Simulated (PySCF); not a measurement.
Geometries of 2 isomers of C2H7O2PSi, from PySCF, PBE0-D3(BJ)/def2-SVP geometry optimisation, gas phase. One conformer each, no zero-point energy, no frequencies.

**Question.** Which is lower in electronic energy at this level?
A.
```xyz
13
angstrom
P      2.377    1.085   -0.542
Si     0.803   -0.394    0.091
O     -0.345   -0.665   -1.100
C     -1.482    0.130   -0.815
C     -1.551    0.290    0.709
O     -0.220    0.355    1.189
H      3.013    1.022    0.738
H      3.215    0.069   -1.097
H      1.354   -1.694    0.564
H     -2.382   -0.363   -1.215
H     -1.385    1.117   -1.305
H     -2.091    1.206    0.996
H     -2.071   -0.571    1.168
```
B.
```xyz
13
angstrom
C      2.506    0.498   -0.098
C      1.302   -0.373    0.080
O      1.318   -1.549    0.343
O      0.148    0.293   -0.080
Si    -1.296   -0.621    0.116
P     -2.889    0.897   -0.374
H      2.468    0.986   -1.083
H      3.419   -0.099    0.000
H      2.493    1.298    0.657
H     -1.362   -1.145    1.507
H     -1.358   -1.716   -0.888
H     -2.849    1.501    0.920
H     -3.933   -0.012   -0.011
```

**Answer.** A. That is `O1CCO[SiH]1P`, 3.4 kcal/mol below the other.

```csv
SMILES,atoms numbered as above,E (Eh),relative (kcal/mol),relative (kJ/mol),dipole (D)
P[SiH]1OCCO1,[PH2:1][SiH:2]1[O:3][CH2:4][CH2:5][O:6]1,-860.91238,0.0,0.0,0.88
CC(=O)O[SiH2]P,[CH3:1][C:2](=[O:3])[O:4][SiH2:5][PH2:6],-860.90698,3.4,14.2,1.34
```

As drawn, the higher has a C=O bond and a C(=O)–O unit, which the lower lacks.
